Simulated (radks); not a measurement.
All-electron atom: neutral tin in [Kr] 4d10 5s2 5p2. Method: scalar-relativistic Kohn-Sham, BLYP, spin-polarised, spherical densities, finite nucleus; open shells are filled with parallel spins first (spin-orbit coupling, left out, can overturn this in heavy ions); Fermi nuclear charge, rms radius 4.6519 fm; computed with a radial shooting solver on a logarithmic mesh with Libxc functionals. Some entries of the table are withheld. Estimate them.

| orbital | occ. | eigenvalue (hartree) | r(max) (bohr) |
|---|---|---|---|
| 1s up | 1 | -1066.344 | 0.01878 |
| 1s down | 1 | -1066.343 | 0.01878 |
| 2s up | 1 | -160.9728 | 0.1061 |
| 2s down | 1 | -160.9724 | 0.1061 |
| 2p up | 3 | -144.5238 | 0.08493 |
| 2p down | 3 | -144.5229 | 0.08493 |
| 3s up | 1 | -31.04409 | 0.3076 |
| 3s down | 1 | -31.04310 | 0.3076 |
| 3p up | 3 | -25.66908 | 0.3009 |
| 3p down | 3 | -25.66795 | 0.3009 |
| 3d up | 5 | -17.38858 | 0.2510 |
| 3d down | 5 | -17.38754 | 0.2510 |
| 4s up | 1 | -4.90662 | 0.7452 |
| 4s down | 1 | -4.90428 | 0.7453 |
| 4p up | 3 | -3.28160 | 0.7878 |
| 4p down | 3 | -3.27915 | 0.7879 |
| 4d up | 5 | -0.93785 | 0.8864 |
| 4d down | 5 | -0.93243 | 0.8861 |
| 5s up | 1 | -0.39574 | 2.019 |
| 5s down | 1 | -0.36235 | 1.997 |
| 5p up | 2 | -0.14358 | (1) |
| 5p down | 0 | -0.11019 | (2) |

Answer. 
(1) 5p up r(max) (bohr): 2.555
(2) 5p down r(max) (bohr): 2.552
